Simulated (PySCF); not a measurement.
**Computed properties of HIOSe, SMILES O[Se]I**

Se(I)(OH) (HIOSe), SMILES O[Se]I. Coordinates come from a PBE0-D3(BJ)/def2-TZVP optimisation. The def2 effective core potentials stand for the cores of I; spin–orbit coupling is left out. Other conformers were not sampled. All values are computed for the isolated molecule unless a solvent is named; none is compared with measurement here.

**Structure.** All 6 harmonic modes at PBE0-D3(BJ)/def2-TZVP (PySCF) are real, so it is a minimum. With heavy atoms numbered as in [Se:1]([I:2])[OH:3], the shortest bond between them is Se1–O3 at 1.782 Å and the longest Se1–I2 at 2.513 Å.

**Vibrations.** The strongest infrared lines (harmonic, unscaled, degenerate partners summed) lie at 445 cm⁻¹ (106 km/mol, H 90 %, O 9 %), 3825 cm⁻¹ (105 km/mol, H 94 %), 688 cm⁻¹ (89 km/mol, O 82 %, Se 17 %). The softest mode is at 172 cm⁻¹ and the zero-point energy is 9.3 kcal/mol.

**Electronic structure.** ωB97X/def2-TZVPD (PySCF) places the frontier levels at -8.87 and -0.60 eV, a gap of 8.27 eV, and gives a dipole moment of 1.35 D and a mean polarisability of 71.0 bohr³.

**Excitations.** TDA-ωB97X/def2-SVPD (PySCF) has S1 at 2.69 eV (460 nm, f = 0.001, dark); the most intense of the 10 singlets computed lies at 6.84 eV (f = 0.45). T1 (TDA) is at 2.03 eV, 0.66 eV under S1.
